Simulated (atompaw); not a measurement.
**Cr (Z = 24): one change to a PAW (atompaw) potential, before and after**

atompaw 4.2.0.5 input, output lines left out:

```
Cr 24
GGA-PBE scalarrelativistic loggrid 1500 logderivrange -3 5 201
4 4 3 0 0 0
4 0 0
4 1 0
3 2 5
0 0 0
c
c
c
v
c
c
v
v
2
2.80 2.20 2.25 2.70
y
0.75
n
y
0.05
n
y
2.4
n
custom rrkj gramschmidtortho sinc
3 0 troulliermartins
2.80
2.80
2.80
2.65
1.85
1.85
```

Change: all radii scaled by about 1.29 (s 3.62, p 3.62, d 2.40 bohr); local potential troulliermartins scheme with l = 3 at 0 Ry, radius 2.90 bohr; augmentation sinc compensation charge, radius 2.84 bohr; PAW radius 3.62 bohr; waves and projectors: custom rrkj gramschmidtortho; core correction smooth core density matched at 3.50 bohr.

Cutoffs: the cutoffs (Ry, on a coarse ladder) from which the occupation-weighted sum of valence levels, in a spherical-Bessel basis at the reference potential, stays within 10 and 1 mRy of its value at 400 Ry; they do not see the model core or the augmentation charge, which bear on the density cutoff.

Q: What does the change do?

A: The potential gets softer (30 Ry and 45 Ry → 18 Ry and 25 Ry); neither file shows a bound ghost. A larger radius leaves more room for a smooth pseudo-wave, so fewer plane waves are needed.

```tsv
quantity	base	changed
cutoff, loose	30 Ry	18 Ry
cutoff, tight	45 Ry	25 Ry
bound ghosts	none	none
lowest overlap eigenvalue by channel	s 0.38, p 0.90, d 0.87	s 0.57, p 0.67, d 0.88
```

 The cutoffs see the waves, projectors and local potential, not the compensation charge or the core.
